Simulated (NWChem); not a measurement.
# Atomisation of C2H8Si2

SMILES: C(=C/[SiH3])/[SiH3]
```xyz
12

Si    -1.7929    -0.6580    -0.4098
C     -0.6332    -0.2326     1.0116
C      0.6332     0.2326     1.0116
Si     1.7929     0.6580    -0.4098
H     -2.1935    -2.0930    -0.2972
H     -3.0324     0.1672    -0.2878
H     -1.1837    -0.4264    -1.7475
H     -1.0916    -0.4011     1.9999
H      1.0916     0.4011     1.9999
H      1.1837     0.4264    -1.7475
H      3.0324    -0.1672    -0.2878
H      2.1935     2.0930    -0.2972
```
Charge 0, spin multiplicity 1.

All runs are NWChem calculations. Structure: optimised with B3LYP/def2-SVP, a minimum by its harmonic frequencies.

Basis set: def2-TZVP. The atomisation energy is electronic alone: no zero-point, thermal, spin-orbit or counterpoise terms. No value is extrapolated to the basis-set limit. Free atoms are single determinants with multiplicities Si 3, C 3, H 2. Correlated methods freeze the same cores in atoms and molecule, 12 orbitals in all.

| method | atomisation energy (kcal/mol) | relative cost |
|---|---|---|
| LC-wPBE (omega 0.3 per bohr) | 971.5 | 7 |
| BLYP | 960.1 | 1 |
| PBE | 975.6 | under 3 |
| B3LYP | 971.2 | under 3 |
| PBE0 | 969.5 | under 3 |
| HF | 746.4 | under 3 |
| CAM-B3LYP | 977.7 | 9 |
| MP2 | 942.7 | under 3 |

The values span 231.2 kcal/mol, from HF (lowest) to CAM-B3LYP (highest). Costs are rough ratios of processor time within this set of runs, SCF included, with BLYP as 1. Costs are the molecule's.

B3LYP has NWChem's definition, with VWN1-RPA local correlation. GW and range-separated runs recompute their integrals, the others keep them in memory, which bears on the times. The structure started from a generated list of species. No SCF solution was tested for a lower state. Open-shell Hartree-Fock references start from PBE0 orbitals; any time given for them includes that run.
